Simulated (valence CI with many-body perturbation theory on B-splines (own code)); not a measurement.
## Which ion has this spectrum?

A relativistic CI+MBPT calculation for an atom or ion with 22 electrons gives these levels (cm⁻¹):

```csv
J,Parity,E,g
0,even,0.0,
1,even,70637,1.49
2,even,113863,1.41
4,even,134211,1.19
3,even,137073,1.34
0,even,194546,
4,even,205503,1.12
3,even,225636,0.98
2,even,226536,0.95
5,even,242934,1.08
1,even,250806,1.28
6,even,257860,1.10
4,even,278733,1.03
2,even,285578,1.17
```

The energies are calculated, and their last digits are not significant.

**Question.** Which is it?
A. Te30+
B. Cs33+
C. Sb29+
D. I31+

**Answer.** D. I31+, ground level (3d3/2^4) J=0.
